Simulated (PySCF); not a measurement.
# Basis and Hamiltonian dependence of the ionisation energy of P+

P+ [Ne] 3s2 3p2 (3P) → P(2+) [Ne] 3s2 3p1 (2P). Calculated with PySCF 2.14 from differences of total energies of unrestricted determinants, without spin-orbit coupling. Values in eV.

```
                                                                  basis       Hamiltonian  functions     UHF     PBE    PBE0  MP2 (valence)  CCSD(T) (valence)  CCSD(T) (valence and next inner shell)
                                                             x2c-SVPall     spin-free X2C         18  19.176  19.792  19.825         19.458             19.483                                     n/a
                                                             cc-pVDZ-DK     spin-free X2C         18  19.168  19.796  19.826         19.472             19.504                                     n/a
                                                         aug-cc-pVDZ-DK     spin-free X2C         27  19.160  19.788  19.818         19.478             19.521                                     n/a
                                                           ANO-RCC-VTZP     spin-free X2C         34  19.165  19.777  19.816         19.605             19.680                                  19.672
                                                            def2-TZVPPD  non-relativistic         48  19.162  19.789  19.822         19.609             19.682                                  19.681
                                                             dyall-av2z  non-relativistic         50  19.142  19.761  19.792         19.476             19.519                                     n/a
                                                         aug-cc-pVTZ-DK     spin-free X2C         50  19.152  19.771  19.807         19.603             19.674                                     n/a
                                                              dyall-v3z     spin-free X2C         68  19.158     n/a     n/a         19.605             19.675                                     n/a
   aug-cc-pV(T+d)Z with one added diffuse shell each of s, p, d, f type  non-relativistic         71  19.163  19.783  19.820         19.616             19.690                                     n/a
                                                            def2-QZVPPD  non-relativistic         76  19.169  19.783  19.820         19.655             19.722                                  19.725
                                                         aug-cc-pVQZ-DK     spin-free X2C         84  19.157  19.773  19.811         19.642             19.707                                     n/a
aug-cc-pV(Q+d)Z with one added diffuse shell each of s, p, d, f, g type  non-relativistic        114  19.169  19.786  19.823         19.655                n/a                                     n/a
                                                          aug-cc-pwCVQZ  non-relativistic        134  19.168  19.784  19.821         19.660                n/a                                  19.755
```

Estimate the row for aug-cc-pV(Q+d)Z (non-relativistic, 89 functions).

From the rows with the same Hamiltonian and similar size; the calculation gives UHF 19.17; PBE 19.79; PBE0 19.82; MP2 (valence) 19.66; CCSD(T) (valence) 19.72 (eV).

Extrapolation of CCSD(T) (valence) from aug-cc-pVTZ-DK and aug-cc-pVQZ-DK: the correlation parts are 0.523 and 0.550 eV; with the X⁻³ form and unrounded values, (4³ × 0.550 − 3³ × 0.523)/(4³ − 3³) = 0.571 eV, and adding the Hartree-Fock value 19.157 eV of the larger basis gives 19.727 eV.

Frozen in the all-electron rows: valence: [Ne]; valence and next inner shell: 1s2.

Between the lowest levels the reference is 19.769 eV (semi-empirical (NIST evaluation); NIST Atomic Spectra Database, ionization energies); it includes spin-orbit coupling, which these numbers lack.
